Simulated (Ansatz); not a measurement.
Stepwise reaction of `[F][InH2]` with hydrogen fluoride, as a gas-phase model of exchange steps in deposition or etching. ΔE in kJ/mol; ΔG adds harmonic PBE0-D4 terms to CCSD(T)/CBS, at 1 bar.

Gas-phase electronic energies from Ansatz, PBE0-D4/def2-TZVP geometries. CCSD(T)/CBS is the MP2 limit (def2-TZVPP, def2-QZVPP) plus CCSD(T) − MP2 in def2-TZVPP, frozen cores. This one scheme is used for every species. Functionals use def2-TZVPP. B3LYP here is the variant with VWN-RPA as its local correlation; programs differ in this. Elements past krypton have def2 core potentials. For In outer-core shells are correlated without core-valence functions, which leaves a few kJ/mol of doubt a bond.

```tsv
step	reaction	PBE-D4	B3LYP-D4	ωB97M-V	CCSD(T)/CBS	ΔG(500 K)
1	`[F][InH2]` + H–F → `[F][InH][F]` + H₂	-40.2	-40.6	-37.6	-39.0	-38.4
```

Give the row of step 2, `[F][InH][F]` + H–F → `[F][In]([F])[F]` + H₂. (Estimate.)

Ansatz gave: 
```json
{"step": "2", "reaction": "`[F][InH][F]` + H–F → `[F][In]([F])[F]` + H₂", "PBE-D4": "-0.7", "B3LYP-D4": "-0.3", "ωB97M-V": "2.0", "CCSD(T)/CBS": "0.4", "ΔG(500 K)": "5.4"}
```

By hand: ΔE of the 2 steps together at CCSD(T)/CBS.

(-39.0) + (0.4) = -38.6 kJ/mol, or -19.3 kJ/mol a step.

In ΔE each step is higher than the one before. ΔG lies between -38.4 and 5.4 kJ/mol a step. PBE-D4 differs from CCSD(T)/CBS by -1.2 to -1.1 kJ/mol a step. Isolated molecules leave out the surface, adducts and barriers. Largest T1 diagnostic: 0.018.
